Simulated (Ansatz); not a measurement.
Consider the redistribution: `COB(C)OC` + `[CH2]1[NH][AlH]1` → `CBOC` + `C[O][Al]1[CH2][NH]1`.

Calculated with Ansatz (gas phase, PBE0-D4/def2-TZVP geometries, no zero-point term in ΔE). CCSD(T)/CBS is the MP2 limit (def2-TZVPP, def2-QZVPP) plus CCSD(T) − MP2 in def2-TZVPP, frozen cores. DFT in def2-TZVPP. B3LYP here is the variant with VWN-RPA as its local correlation; programs differ in this. One conformer a species, not always the lowest.

| level | ΔE (eV) |
| --- | --- |
| PBE0-D4 | 0.19 |
| B3LYP-D4 | 0.13 |
| ωB97X-V | 0.16 |
| ωB97M-V | 0.17 |
| CCSD(T)/def2-TZVPP | 0.15 |
| MP2/def2-QZVPP | 0.09 |
| HF/CBS(def2) | 0.06 |
| CCSD/CBS(def2) | 0.11 |

Question: What does CCSD(T)/CBS give? (Best estimate.)

Answer: Ansatz gave: +0.13 eV. The listed levels differ from it by 0.06, 0.00, 0.03, 0.04, 0.02, -0.04, -0.07, -0.02 eV.

Largest T1 diagnostic among the species: 0.015.

The D4 term adds +0.06 eV with B3LYP and +0.03 eV with PBE0; it sums over pairs of atoms, weighted by their polarisabilities, and B3LYP, whose exchange is more repulsive, gets the larger term.
